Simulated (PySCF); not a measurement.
## Multinuclear NMR of C7H4FN

Molfile (atoms numbered from 1):
```
C7H4FN
     RDKit          3D

 13 13  0  0  0  0  0  0  0  0999 V2000
    3.6171   -0.4145    0.0871 N   0  0  0  0  0  0  0  0  0  0  0  0
    2.4743   -0.2763    0.0589 C   0  0  0  0  0  0  0  0  0  0  0  0
    1.0574   -0.1076    0.0243 C   0  0  0  0  0  0  0  0  0  0  0  0
    0.5099    1.1739   -0.0232 C   0  0  0  0  0  0  0  0  0  0  0  0
   -0.8653    1.3271   -0.0561 C   0  0  0  0  0  0  0  0  0  0  0  0
   -1.6994    0.2195   -0.0426 C   0  0  0  0  0  0  0  0  0  0  0  0
   -1.1306   -1.0397    0.0041 C   0  0  0  0  0  0  0  0  0  0  0  0
   -1.9296   -2.1078    0.0165 F   0  0  0  0  0  0  0  0  0  0  0  0
    0.2341   -1.2323    0.0388 C   0  0  0  0  0  0  0  0  0  0  0  0
    1.1651    2.0349   -0.0335 H   0  0  0  0  0  0  0  0  0  0  0  0
   -1.2958    2.3203   -0.0922 H   0  0  0  0  0  0  0  0  0  0  0  0
   -2.7774    0.3175   -0.0674 H   0  0  0  0  0  0  0  0  0  0  0  0
    0.6457   -2.2322    0.0748 H   0  0  0  0  0  0  0  0  0  0  0  0
  1  2  3  0
  2  3  1  0
  3  4  2  0
  4  5  1  0
  5  6  2  0
  6  7  1  0
  7  8  1  0
  7  9  2  0
  9  3  1  0
  4 10  1  0
  5 11  1  0
  6 12  1  0
  9 13  1  0
M  END
```

PySCF 2.14.0 with density-fitted response routines calculation with geometry from PBE0-D3(BJ)/def2-TZVP and NMR shieldings at B97-2/pcSseg-2/GIAO; no relativistic terms, one conformer, no solvent.

(1) Where does ¹⁹F resonate?

(2) Predict the ¹⁵N NMR data.

Results:

(1) 
| atoms | environment | σ (ppm) | δ (ppm) |
| --- | --- | --- | --- |
| F8 | aryl fluorine | 288.4 | -110.4 |

Shieldings were converted by a linear fit to measured shifts: ¹⁹F: δ = 163.32 − 0.949σ +9.6 on sp3 carbon (rms 4.2 ppm, 161 shifts, 5.7 ppm with the 8 outliers that the fit left out vs CFCl3, solution or neat liquid). Occasional misses reach two or three times the rms, and more in compound classes unlike the fitted ones.

On a 300 MHz spectrometer ¹⁹F resonates near 282.3 MHz, so 1 ppm is 282.3 Hz.

(2) 
```tsv
atoms	environment	σ (ppm)	δ (ppm)
N1	nitrile nitrogen	-45.4	-107.9
```

Shieldings were converted by a linear fit to measured shifts: ¹⁵N (scatter 6.4 ppm rms vs CH3NO2, solution or neat liquid). A few per cent of atoms miss by over 2 rms, more outside the fitted compound classes.

On a 600 MHz spectrometer ¹⁵N resonates near 60.8 MHz, so 1 ppm is 60.8 Hz.
